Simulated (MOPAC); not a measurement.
MOPAC input (PM6):

```
PM6 FORCE THERMO(298,298) PRECISE LET UHF MS=0.5 GEO-OK AUX(PRECISION=9) THREADS=1
F2Sb

Sb   -0.16257245 1   -0.12828810 1    0.29428810 1
F    -0.43697300 1    1.52207461 1   -0.78172290 1
F     1.32652538 1   -0.82011811 1   -0.82854076 1
```

Output:

```
 *******************************************************************************
 **                                                                           **
 **                              MOPAC v23.2.5                                **
 **                                                                           **
 *******************************************************************************
 ** MOPAC's Digital Object Identifier: https://doi.org/10.5281/zenodo.6511958 **
 **                                                                           **
 ** Please cite the open-source release paper for use of this MOPAC version:  **
 ** J. E. Moussa and J. J. P. Stewart (2026)                                  **
 ** MOPAC: An open-source semiempirical molecular orbital program             **
 ** J. Open Source Softw., 11(119), 8025, https://doi.org/10.21105/joss.08025 **
 *******************************************************************************

                              PM6 CALCULATION RESULTS

 *******************************************************************************
 *  PM6        - The PM6 Hamiltonian to be used
 *  GEO-OK     - OVERRIDE INTERATOMIC DISTANCE AND OTHER SAFETY CHECKS
 *  UHF        - UNRESTRICTED HARTREE-FOCK CALCULATION
 *  MS=        - IN MECI, MAGNETIC COMPONENT OF SPIN =  0.5
 *  LET        - OVERRIDE SOME SAFETY CHECKS
 *  PRECISE    - TIGHTER CRITERIA TO BE USED
 *  FORCE      - FORCE CALCULATION SPECIFIED
 *  AUX        - OUTPUT AUXILIARY INFORMATION
 *  THERMO     - THERMODYNAMIC QUANTITIES TO BE CALCULATED
 *******************************************************************************
PM6 FORCE THERMO(298,298) PRECISE LET UHF MS=0.5 GEO-OK AUX(PRECISION=9) THREADS=1
 F2Sb

   ATOM   CHEMICAL          X               Y               Z
  NUMBER   SYMBOL      (ANGSTROMS)     (ANGSTROMS)     (ANGSTROMS)

     1      Sb         -0.16257245  *  -0.12828810  *   0.29428810  *
     2       F         -0.43697300  *   1.52207461  *  -0.78172290  *
     3       F          1.32652538  *  -0.82011811  *  -0.82854076  *

          CARTESIAN COORDINATES

    NO.       ATOM           X           Y           Z

     1        Sb         -0.1626     -0.1283      0.2943
     2         F         -0.4370      1.5221     -0.7817
     3         F          1.3265     -0.8201     -0.8285

 General Reference for PM6:
 "Optimization of Parameters for Semiempirical Methods V: Modification of NDDO Approximations
 and Application to 70 Elements", J. J. P. Stewart, J. Mol. Mod., 13, 1173-1213 (2007)
 URL: https://link.springer.com/article/10.1007/s00894-007-0233-4

           Empirical Formula: Sb F2  =     3 atoms

      MOLECULAR POINT GROUP   :   C2v

          UHF CALCULATION, NO. OF ALPHA ELECTRONS =   10
                           NO. OF BETA  ELECTRONS =    9

          HEAT OF FORMATION =     -99.135185 KCALS/MOLE

          CARTESIAN COORDINATE DERIVATIVES

   NUMBER  ATOM         X            Y            Z

     1      Sb     -0.004485    -0.003840     0.000000
     2       F      0.003200     0.001485     0.000000
     3       F      0.001285     0.002355     0.000000

 DIPOLE           X         Y         Z       TOTAL
 POINT-CHG.    -4.946    -5.394     0.000     7.319
 HYBRID         2.472     2.696    -0.000     3.658
 SUM           -2.474    -2.698     0.000     3.661

          GRADIENT NORM =   0.00738

          MOLECULAR WEIGHT =  159.75

          ROTATIONAL CONSTANTS IN CM(-1)

          A =    0.32209513   B =    0.20640146   C =    0.12579250

           PRINCIPAL MOMENTS OF INERTIA IN UNITS OF 10**(-40)*GRAM-CM**2

          A =       86.9083   B =      135.6228   C =      222.5312

          ORIENTATION OF MOLECULE IN FORCE CALCULATION

    NO.       ATOM         X         Y         Z

     1         Sb      -0.2161   -0.2357    0.0000
     2          F       1.7731   -0.2357    0.0000
     3          F      -0.3881    1.7460   -0.0000

    FIRST DERIVATIVES WILL BE USED IN THE CALCULATION OF SECOND DERIVATIVES

    FOR POINT-GROUP C2v  THERE ARE   4 UNIQUE SYMMETRY FUNCTIONS.


(To convert to Hartree/Bohr^2, multiply by (10^(-21) x N x a0^2)/(4.184 x 627.51) =  0.0642)

           FORCE MATRIX IN MILLIDYNES/ANGSTROM

                 Sb  1       F  2       F  3
 ------------------------------------------
    Sb    1   4.726726
     F    2   3.212283   3.225665
     F    3   3.212345   0.153241   3.225665

          HEAT OF FORMATION =     -99.135185 KCALS/MOLE

          ZERO POINT ENERGY       1.886 KCAL/MOL

           NORMAL COORDINATE ANALYSIS (Total motion = 1 Angstrom)

   Root No.       1         2         3

                 1 A1      1 B2      2 A1

                 165.4     573.6     580.1

           1   -0.0609   -0.0760   -0.0648
           2   -0.0665    0.0697   -0.0707
           3    0.0000   -0.0000    0.0000
           4   -0.0637    0.4484    0.4520
           5    0.4504    0.0000    0.0024
           6   -0.0000   -0.0000   -0.0000
           7    0.4543    0.0388   -0.0367
           8   -0.0245   -0.4467    0.4506
           9    0.0000    0.0000   -0.0000

           MASS-WEIGHTED COORDINATE ANALYSIS (NORMAL COORDINATES)

   Root No.       1         2         3

                 1 A1      1 B2      2 A1

                 165.4     573.6     580.1

           1   -0.2260   -0.2806   -0.2399
           2   -0.2465    0.2573   -0.2617
           3    0.0000   -0.0000    0.0000
           4   -0.0933    0.6538    0.6610
           5    0.6598    0.0000    0.0035
           6   -0.0000   -0.0000   -0.0000
           7    0.6654    0.0565   -0.0537
           8   -0.0359   -0.6514    0.6589
           9    0.0000    0.0000   -0.0000

          DESCRIPTION OF VIBRATIONS

 VIBRATION          1    1A1         ATOM PAIR     ENERGY CONTRIBUTION    RADIAL
 FREQUENCY           165.37         Sb1 -- F 3         +50.0% ( 63.0%)      2.1%
 TRANSITION DIPOLE   1.6883         Sb1 -- F 2         +50.0% ( 63.0%)      2.1%
 TRAVEL (Ang.)       0.2127
 REDUCED MASS        9.0160
 EFFECTIVE MASS     33.7907
 FORCE CONSTANT      0.1453

 VIBRATION          2    1B2         ATOM PAIR     ENERGY CONTRIBUTION    RADIAL
 FREQUENCY           573.57         Sb1 -- F 2         +50.0% ( 72.1%)     93.0%
 TRANSITION DIPOLE   3.0242         Sb1 -- F 3         +50.0% ( 72.1%)     93.0%
 TRAVEL (Ang.)       0.1112
 REDUCED MASS        9.5032
 EFFECTIVE MASS     28.3704
 FORCE CONSTANT      1.8420

 VIBRATION          3    2A1         ATOM PAIR     ENERGY CONTRIBUTION    RADIAL
 FREQUENCY           580.10         Sb1 -- F 3         +50.0% ( 70.7%)     92.0%
 TRANSITION DIPOLE   1.3161         Sb1 -- F 2         +50.0% ( 70.7%)     92.0%
 TRAVEL (Ang.)       0.1125
 REDUCED MASS        9.1895
 EFFECTIVE MASS     27.0911
 FORCE CONSTANT      1.8220

      SYMMETRY NUMBER FOR POINT-GROUP C2v =  2

          SYSTEM IS A GROUND STATE

 F2Sb

          MOLECULE IS NOT LINEAR

          THERE ARE  3 GENUINE VIBRATIONS IN THIS SYSTEM
          THIS THERMODYNAMICS CALCULATION IS LIMITED TO
          MOLECULES WHICH HAVE NO INTERNAL ROTATIONS

                    CALCULATED THERMODYNAMIC PROPERTIES
                                          *
   TEMP. (K)   PARTITION FUNCTION   H.O.F.    ENTHALPY  HEAT CAPACITY ENTROPY
                                   KCAL/MOL   CAL/MOLE    CAL/K/MOL  CAL/K/MOL

 298.00  VIB.     0.2065D+01                   603.9244     4.0464     3.4680
         ROT.     0.2889D+05                   888.2803     2.9808    23.3917
         INT.     0.5966D+05                  1492.2047     7.0272    26.8597
         TRA.     0.1952D+28                  1480.4672     4.9680    41.1120
         TOT.                      -99.135    2972.6719    11.9952    67.9717

   *: NOTE: HEATS OF FORMATION ARE RELATIVE TO THE
            ELEMENTS IN THEIR STANDARD STATE AT 298K
              (=  Standard Enthalpy of Formation).

            Hvib:  Zero-point energy is not included.
                   frequencies of less than zero cm-1 are not included.
            Hrot = (3/2)RT
            Htra = (3/2)RT + pV = (5/2)RT

            Heat capacity is Cp, not Cv

          For more information, see: HTTP://OpenMOPAC.net/Manual/thermochemistry.html

           FORCE CONSTANT IN CARTESIAN COORDINATES (Millidynes/A)

    ATOM   CHEMICAL       X               Y               Z
   NUMBER   SYMBOL  FORCE CONSTANT  FORCE CONSTANT  FORCE CONSTANT

      1      Sb        3.348179        3.334404        0.001201
      2       F        3.222967        0.133421        0.000630
      3       F        0.158270        3.198118        0.000630

 **********************
 *                    *
 * JOB ENDED NORMALLY *
 *                    *
 **********************

 == MOPAC DONE ==
```
